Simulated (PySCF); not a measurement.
SbN: frontier orbitals

r²SCAN at R = 1.842 Å; basis Sb x2c-SVPall, N x2c-SVPall; spin-free X2C with a Gaussian nucleus; PySCF 2.14. State: ¹Σ⁺ (singlet), closed shell. Only the outer orbitals are listed, counted within each symmetry.

```csv
spin,orbital,occ.,ε (eV),on Sb (%),main shells (%)
α,11σ,1,-19.46,28,"67 N s, 20 Sb s"
α,12σ,1,-12.33,78,"71 Sb s, 19 N s"
α,6π,1,-7.00,51,"49 Sb p, 49 N p"
α,6π,1,-7.00,51,"49 Sb p, 49 N p"
α,13σ,1,-6.89,34,"58 N p, 28 Sb p, 8 N s"
α,7π,0,-3.36,55,"51 Sb p, 45 N p"
α,7π,0,-3.36,55,"51 Sb p, 45 N p"
α,14σ,0,0.52,91,"70 Sb p, 17 N p, 11 Sb d"
β,11σ,1,-19.67,26,"70 N s, 18 Sb s"
β,12σ,1,-12.27,78,"72 Sb s, 17 N s"
β,6π,1,-7.12,42,"57 N p, 41 Sb p"
β,6π,1,-7.12,42,"57 N p, 41 Sb p"
β,13σ,1,-6.96,34,"58 N p, 28 Sb p"
β,7π,0,-3.42,63,"60 Sb p, 37 N p"
β,7π,0,-3.42,63,"60 Sb p, 37 N p"
β,14σ,0,0.57,92,"71 Sb p, 16 N p, 11 Sb s"
```

Which are the highest filled and the lowest empty level, where do they sit, and how wide is the gap?

Highest filled α 13σ at -6.89 eV (in %: 58 N p, 28 Sb p, 8 N s); lowest empty β 7π at -3.42 eV (in %: 60 Sb p, 37 N p); the gap at r²SCAN is 3.47 eV.

```json
{"bond order (Mayer)": "2.87", "⟨S²⟩": "0.014", "charge on Sb (Mulliken, basis-dependent)": "0.38", "charge on Sb (Löwdin, basis-dependent)": "0.36", "dipole moment (positive dipole means Sb(−)N(+))": "-3.40 D"}
```

Spin–orbit coupling is left out.
